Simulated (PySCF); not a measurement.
# Ionisation energy of Hg⁴⁶⁺ by level of theory

Hg⁴⁶⁺ [Ar] 3d10 4s2 4p4 [4p1/2^2 4p3/2^2, M_J = 2] → Hg⁴⁷⁺ [Ar] 3d10 4s2 4p3 [4p1/2^2 4p3/2^1, M_J = 3/2], as a difference of total energies. Computed with PySCF 2.14 in an even-tempered Gaussian basis (16 s from 6.3 bohr⁻², ratio 2.8; 14 p from 8.2 bohr⁻², ratio 2.8; 8 d from 15 bohr⁻², ratio 2.8; 4 f from 37 bohr⁻², ratio 3), with the two-component X2C-1e Hamiltonian. Correlated levels: [Ne] frozen; the 78 highest virtual spinors dropped. "Screened" scales the spin-orbit matrix elements by Boettger's factors to mimic the two-electron term; Breit and QED terms are absent.

```json
{"method": "GHF (spin-free)", "ionisation energy (eV)": "2504.1"}
{"method": "GMP2 (spin-free)", "ionisation energy (eV)": "2505.5"}
{"method": "GHF (screened spin-orbit)", "ionisation energy (eV)": "2471.6"}
{"method": "GMP2 (screened spin-orbit)", "ionisation energy (eV)": "2472.5"}
```

Breit and QED terms and the two-electron picture change are absent.

The spin-free rows relax to the high-spin LS determinant and lack the spin-orbit shift.

The labels give the starting determinants; with spin-orbit coupling the two ends relaxed to ⟨J²⟩ = 6.00, ⟨L²⟩ = 3.33, ⟨S²⟩ = 1.46 and ⟨J²⟩ = 3.75, ⟨L²⟩ = 2.61, ⟨S²⟩ = 1.55.

For comparison: 2478 ± 4 eV (theoretical estimate listed by NIST; NIST Atomic Spectra Database, ionization energies).
